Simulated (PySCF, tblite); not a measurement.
Isomers of C4H12N2OSi, one GFN2-xTB conformer each. Single-point energies are computed at PBE0/pcSseg-1 (PySCF, gas phase, no added dispersion term), electronic only.

Problem. Rank them by PBE0/pcSseg-1 energy, lowest first (kJ/mol).
A. `[CH2:1]=[CH:2][Si@:3]([NH2:4])([NH:5][CH3:6])[O:7][CH3:8]` with C1–C2–Si3–N4 -73°, C2–Si3–N4–H 82° and -54°, C2–Si3–N5–C6 67°, C2–Si3–O7–C8 52°
B. `[CH3:1][C:2](=[O:3])[NH:4][SiH2:5][N:6]([CH3:7])[CH3:8]` with C1–C2–N4–Si5 -179°, C2–N4–Si5–N6 177°, N4–Si5–N6–C7 52°
C. `[CH3:1][C@H:2]([NH2:3])[CH2:4]/[CH:5]=[N:6]\[SiH2:7][OH:8]` with C1–C2–N3–H -54° and 65°, C1–C2–C4–C5 67°, C2–C4–C5–N6 98°, C5–N6–Si7–O8 -32°, N6–Si7–O8–H -14°

Solution. A (0.0), B (15.4), C (44.5).

As drawn, the lowest has an Si–C bond and a C=C bond outside aromatic rings, which the highest lacks; the highest has a C=N bond and an O–H bond, which the lowest lacks. GFN2-xTB itself gives, in the same order: 118.8, 0.0, 54.2. GFN2-xTB puts CC(=O)N[SiH2]N(C)C lowest instead; measured from each level's own lowest isomer, the values differ by up to 118.8 kJ/mol (C=C[Si@](N)(NC)OC: 118.8 against 0.0).

Problem. Which frontier levels, dipoles and rotational constants go with these structures?

Solution. 
| SMILES | HOMO (eV, PBE0/pcSseg-1) | LUMO (eV) | dipole (D) | A, B, C (MHz) |
| --- | --- | --- | --- | --- |
| C=C[Si@](N)(NC)OC | -6.57 | -0.17 | 0.91 | 1813, 1349, 1149 |
| CC(=O)N[SiH2]N(C)C | -6.42 | 0.61 | 3.88 | 4140, 844.2, 738.5 |
| C[C@H](N)C/C=N\[SiH2]O | -6.64 | -0.75 | 4.84 | 3061, 1085, 909.5 |

Problem. What happens when harmonic zero-point energies from GFN2-xTB frequencies are added?

Solution. 
| SMILES | ZPE (kJ/mol) | electronic (kJ/mol) | with ZPE (kJ/mol) |
| --- | --- | --- | --- |
| C=C[Si@](N)(NC)OC | 426.0 | 0.0 | 0.0 |
| CC(=O)N[SiH2]N(C)C | 420.6 | 15.4 | 10.0 |
| C[C@H](N)C/C=N\[SiH2]O | 422.6 | 44.5 | 41.0 |

The zero-point energies span 5.4 kJ/mol. The order is unchanged.
